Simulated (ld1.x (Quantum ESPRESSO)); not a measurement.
## u(r) = r·R(r): atom against pseudo-atom (N (Z = 7))

Columns: radius, all-electron u(r) and pseudo u(r) of the 2p shell (level -20.69 eV) of nitrogen in the configuration [He] 2s2 2p2; PBE, scalar-relativistic, ultrasoft scheme, ld1.x (Quantum ESPRESSO) 7.5.

```
r (bohr)  all-electron  pseudo
   0.060        0.0337  0.0112
   0.120        0.1107  0.0442
   0.180        0.2067  0.0968
   0.240        0.3075  0.1658
   0.300        0.4049  0.2471
   0.360        0.4944  0.3359
   0.420        0.5735  0.4273
   0.480        0.6416  0.5166
   0.540        0.6989  0.5994
   0.600        0.7461  0.6726
   0.660        0.7833  0.7335
   0.720        0.8113  0.7811
   0.780        0.8306  0.8151
   0.840        0.8422  0.8364
   0.900        0.8471  0.8464
   0.960        0.8460  0.8472
   1.020        0.8399  0.8411
   1.080        0.8295  0.8301
   1.140        0.8155  0.8156
   1.200        0.7985  0.7985
   1.260        0.7792  0.7792
   1.320        0.7579  0.7579
   1.380        0.7352  0.7352
   1.440        0.7114  0.7114
   1.500        0.6869  0.6869
   1.560        0.6618  0.6618
```

(1) How many radial nodes do the two functions have?

(2) At about which radius was the pseudo-wave matched?

(3) Is the pseudo-wave norm-conserving?

## Answers

(1) The all-electron 2p function has n − l − 1 = 0; the pseudo-wave has 0.

(2) 1.20 bohr, where the columns begin to agree (steps of 0.06 bohr).

(3) No, it belongs to an ultrasoft set: the norm inside the radius is not constrained, and the difference is carried by the augmentation charge.
